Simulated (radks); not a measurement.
Coulomb parameter of the 4f shell of the erbium ion Er+ in the model configuration [Xe] 4f12 6s1, as a second difference U = [E(n + 0.5) + E(n - 0.5) - 2 E(n)] / (0.5)^2 with all orbitals relaxed. "Bare": the charge of the atom changes with n. "Screened": the 6s shell takes up the change at fixed total charge, which measures U(4f,4f) + U(6s,6s) - 2 U(4f,6s). Method: scalar-relativistic Kohn-Sham, r2SCAN, spin-unpolarised, spherical densities, finite nucleus; meta-GGA in the generalised Kohn-Sham scheme; Fermi nuclear charge, rms radius 5.2516 fm; computed with a radial shooting solver on a logarithmic mesh with Libxc functionals.

case               configuration  E - E(n) (eV)
start              [Xe] 4f12 6s1          0.000
bare +0.5        [Xe] 4f12.5 6s1         -3.060
bare -0.5        [Xe] 4f11.5 6s1          6.780
screened +0.5  [Xe] 4f12.5 6s0.5          0.310
screened -0.5  [Xe] 4f11.5 6s1.5          1.149

U(bare) = 14.879 eV, U(screened by 6s) = 5.836 eV, against the Slater integral F0(4f,4f) = 31.436 eV with frozen orbitals.
